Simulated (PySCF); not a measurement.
C2H9N3Si2.
Bonds: N1–C2 (triple), C2–Si3, Si3–C4, C4–N5, N5–Si6, Si6–N7. Hydrogens: H8, H9 on Si3; H10, H11 on C4; H12 on N5; H13, H14 on Si6; H15, H16 on N7.

Level of theory: TDDFT CAM-B3LYP/def2-SVPD, vertical, gas phase, core orbitals frozen in the response (PySCF 2.14.0, density-fitted response routines). The structure is a single GFN2-xTB conformer in the gas phase; no vibrational or solvent corrections. Torsions of this conformer, `[N:1]#[C:2][SiH2:3][CH2:4][NH:5][SiH2:6][NH2:7]`: C2–Si3–C4–N5 180°, Si3–C4–N5–Si6 152°, C4–N5–Si6–N7 178°, H–N7–Si6–N5 -177°, H–N7–Si6–N5 50°.

```csv
state,E (eV),λ (nm),ν̃ (cm⁻¹),f,|μ| (D),"main configurations (H = HOMO, L = LUMO)"
S1,5.85,211.9,47200,0.0001,0.07,"H→L (72%), H→L+4 (20%)"
S2,6.55,189.1,52870,0.015,0.77,H→L+1 (76%)
S3,6.64,186.8,53540,0.024,0.97,"H-1→L+1 (58%), H-1→L+2 (15%)"
S4,6.68,185.7,53850,0.044,1.32,"H→L+4 (57%), H→L (16%), H→L+2 (8%)"
S5,6.80,182.2,54880,0.014,0.73,"H→L+2 (70%), H→L+4 (9%)"
S6,6.97,177.9,56220,0.030,1.06,"H→L+3 (58%), H→L+5 (25%)"
S7,7.26,170.8,58560,0.0019,0.26,"H-3→L (42%), H-3→L+3 (10%)"
S8,7.29,170.1,58800,0.032,1.08,"H-1→L (38%), H-1→L+4 (27%), H-1→L+3 (10%)"
```

Triplets (Tamm–Dancoff): T1 5.60 eV, H→L (66%), H→L+4 (22%); T2 5.97 eV, H-3→L+2 (20%), H-2→L (12%), H→L+4 (10%); T3 6.27 eV, H-1→L+1 (60%), H-1→L+2 (16%), H-1→L+3 (9%).

The lowest singlet comes at 212 nm (565 kJ/mol) in the ultraviolet; it is dark (f under 0.0005); its leading configuration is HOMO→LUMO (72%). The most intense listed level is S4 at 6.68 eV (186 nm, f = 0.044), 0.82 eV above S1. Löwdin shares by element: HOMO nitrogen 53% or more, carbon 14% or more, silicon 9% or more, hydrogen 6% or more (atoms not listed hold the other 19%); LUMO silicon 27% or more, carbon 24%, nitrogen 14% or more (atoms not listed hold the other 36%). Orbital energies (eV): HOMO-3 -11.12, HOMO-2 -10.87, HOMO-1 -9.21, HOMO -8.49, LUMO 0.49, LUMO+1 0.91, LUMO+2 0.96. The oscillator strengths of these states sum to 0.160; summed over the whole spectrum of an exact calculation they would give the number of electrons, 70 (Thomas–Reiche–Kuhn). The listed states span 1.44 eV, and the widest gap between neighbours is 0.70 eV (S1 to S2). The window holds the lowest 8 singlets.
